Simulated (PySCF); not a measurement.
Be(Et)(SH) (C2H6BeS), SMILES C[CH2][Be][SH]. Atoms are numbered in the order given.

```xyz
10

Be     0.0703    -0.0091     0.3216
C      0.7681    -1.3826    -0.3479
C      0.6909    -1.5366    -1.8711
H      0.3153    -2.2674     0.1424
H      1.8274    -1.4098    -0.0222
H      1.1768    -0.6965    -2.3929
H     -0.3514    -1.5701    -2.2273
H      1.1798    -2.4597    -2.2246
S     -0.7028     1.5593     1.1015
H     -1.9379     1.0053     1.1273
```

Geometry optimised at PBE0-D3(BJ)/def2-SVP. One conformer was computed; it need not be the lowest.

These are r2SCAN/def2-TZVPD in PySCF values and carry that method's errors.

ESP charges are fitted to the potential on shells at 1.4 to 2.0 van der Waals radii. Atomic charges (e):

| atom | ESP fit | meta-Löwdin |
|---|---|---|
| Be1 | 0.30 | ___ |
| C2 | 0.07 | ___ |
| C3 | -0.23 | -0.33 |
| H4 | -0.05 | 0.11 |
| H5 | -0.01 | 0.11 |
| H6 | 0.05 | 0.11 |
| H7 | 0.04 | 0.11 |
| H8 | 0.05 | 0.11 |
| S9 | -0.37 | ___ |
| H10 | 0.15 | 0.11 |

Fill in the missing entries. (Estimate from the structure and the level; the computed values follow.)


- Be1, meta-Löwdin: 1.23
- C2, meta-Löwdin: -0.81
- S9, meta-Löwdin: -0.74
